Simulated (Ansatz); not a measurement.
Input file for ClI (`ClI`):

```yaml
crystal:
  periodic: [false, false, false]
  atoms:
    - {symbol: Cl, position_ang: [0.000000, 0.000000, -0.002580]}
    - {symbol: I, position_ang: [-0.000000, -0.000000, 2.309100]}
basis:
  gaussian: {orbitals: def2-TZVPP}
correlation: {method: ccsd_t}
output: {orbitals: {seedname: orbitals}}
```

```sh
$ ansatz run in.yaml --threads 2 --pin off --events-out ev --progress --plain --max-ram 20480MiB --backend cpu
```

The program prints (abridged):

```
Functional definition: HF
731 factors; integrals over basis functions are off by at most 5.1e-4 eV
mean field evaluation 1: about -20575.8735 eV, gradient 1.3e1 eV
mean field evaluation 2: about -20575.9179 eV, gradient 1.3e1 eV
mean field evaluation 4: about -20576.3091 eV, gradient 1.2e0 eV
mean field evaluation 8: about -20576.3162 eV, gradient 1.1e-4 eV
mean field -20576.31621594 eV, -756.1656738076 hartree, gradient 2.2e-6 eV, S^2 0.000000; 0 other end points of the search recorded, 0 dependent functions left out
9 core orbitals not correlated: weight in the atoms' cores, before any rotation towards them, 1.000 or more for the frozen orbitals, at most 0.000 for the correlated occupied ones
reference -20576.31621594 eV, -756.1656738076 hartree; 12, 12 occupied and 71, 71 virtual orbitals, 731 factors
second order -18.55616788 eV of doubles, -0.00000000 eV of singles
cycle   1  -17.81317456 eV  change    7.4e-1 eV  update   7.8e-2
cycle   2  -18.23667164 eV  change   -4.2e-1 eV  update   2.2e-2
cycle   3  -18.28126894 eV  change   -4.5e-2 eV  update   9.6e-3
cycle   4  -18.26593700 eV  change    1.5e-2 eV  update   2.4e-3
cycle   5  -18.26645817 eV  change   -5.2e-4 eV  update   1.1e-3
cycle   6  -18.26730504 eV  change   -8.5e-4 eV  update   3.0e-4
cycle   7  -18.26706098 eV  change    2.4e-4 eV  update   1.1e-4
cycle   8  -18.26707384 eV  change   -1.3e-5 eV  update   2.4e-5
perturbative correction -0.51803354 eV, -0.0190373815 hartree
Total energy: -20595.10132331 eV, -756.8560137707 hartree
```

Run time 2.5 s (2 threads of an AMD EPYC 7R13 on a shared host); peak host memory 0.29 GiB.

The correlation energy is -18.785 eV, 2.8 % of it from (T); the T1 diagnostic reads 0.0083.
